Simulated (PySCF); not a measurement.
**Bonding in `CC#C[Si](F)(Cl)Cl`**

C3H3Cl2FSi.
Atom-mapped SMILES: `[CH3:1][C:2]#[C:3][Si:4]([F:5])([Cl:6])[Cl:7]` (hydrogens: H8, H9, H10 on C1)

Structure used (GFN2-xTB), in Å, numbered top down from 1:
```xyz
10
C3H3Cl2FSi angstrom
C      2.270   -0.276   -0.049
C      0.842   -0.096   -0.021
C     -0.353    0.066   -0.001
Si    -2.173    0.284    0.037
F     -2.479    1.807   -0.394
Cl    -2.914    0.064    1.886
Cl    -3.096   -0.878   -1.309
H      2.520   -1.155   -0.643
H      2.745    0.599   -0.492
H      2.646   -0.410    0.964
```

Bond orders from the PBE0/pcSseg-1 density (PySCF). Geometry: GFN2-xTB; no solvent, vibrations or thermal averaging.

Problem. Where do the orders between heavy atoms depart from those drawn in the SMILES?

Solution. The largest departure is 0.481, at C2–C3 (drawn triple, 2.519). Drawn single, order above 1.12: C1–C2 (1.179). Drawn double or triple, more than 0.30 short of the drawn order: C2–C3 (2.519).

Problem. Set the Mayer orders of the bonds beside their lengths.

Solution. 
```csv
bond,drawn as,length (Å),Mayer order
C1–C2,single,1.440,1.179
C2–C3,triple,1.206,2.519
C3–Si4,single,1.834,1.014
Si4–F5,single,1.611,0.995
Si4–Cl6,single,2.004,1.048
Si4–Cl7,single,2.003,1.049
C1–H8,single,1.089,0.918
C1–H9,single,1.089,0.919
C1–H10,single,1.089,0.918
```

By pair of heavy elements: C–C: lowest C1–C2 (1.179, 1.440 Å), highest C2–C3 (2.519, 1.206 Å). Cl–Si: all 2 within 0.02 of one another (1.048 to 1.049).

Problem. Sum the orders of all bonds at each heavy atom with more than one neighbour and set the sums beside the valence in the SMILES.

Solution. C1 3.934 (drawn 4), C2 3.698 (drawn 4), C3 3.533 (drawn 4), Si4 4.106 (drawn 4). Orders between atoms that aren't bonded are not in these sums.

The Mayer order sums products of elements of PS (density times overlap matrix) between the two atoms' basis functions, so it depends on the basis set.
